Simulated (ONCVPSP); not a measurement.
# Reading a pseudo-wave (beryllium (Be))

Columns: radius, all-electron u(r) and pseudo u(r) of the 1s shell (level -117.79 eV) of beryllium in the configuration 1s2 2s1; PBE, scalar-relativistic, ONCV scheme, ONCVPSP 4.0.1.

```tsv
r (bohr)	all-electron	pseudo
0.032	0.4137	0.2863
0.065	0.7368	0.5672
0.098	0.9752	0.8206
0.130	1.1412	1.0301
0.162	1.2558	1.1975
0.195	1.3314	1.3236
0.228	1.3726	1.4035
0.260	1.3867	1.4407
0.292	1.3811	1.4449
0.325	1.3595	1.4221
0.358	1.3257	1.3796
0.390	1.2843	1.3262
0.422	1.2368	1.2661
0.455	1.1834	1.2013
0.488	1.1272	1.1366
0.520	1.0712	1.0754
0.552	1.0148	1.0162
0.585	0.9570	0.9572
0.618	0.9001	0.9001
0.650	0.8464	0.8463
0.682	0.7943	0.7942
0.715	0.7427	0.7426
0.748	0.6932	0.6932
0.780	0.6475	0.6475
0.812	0.6040	0.6040
0.845	0.5616	0.5615
```

How many radial nodes do the two functions have?

The all-electron 1s function has n − l − 1 = 0; the pseudo-wave has 0.

At about which radius was the pseudo-wave matched?

0.65 bohr. The columns agree to 0.0005 from 0.58 bohr on; several derivatives are matched, so the curves merge somewhat inside the radius.

Is the pseudo-wave norm-conserving?

Yes: the ONCV scheme keeps the norm inside the radius equal to the all-electron one, which fixes the energy derivative of the logarithmic derivative at the level.
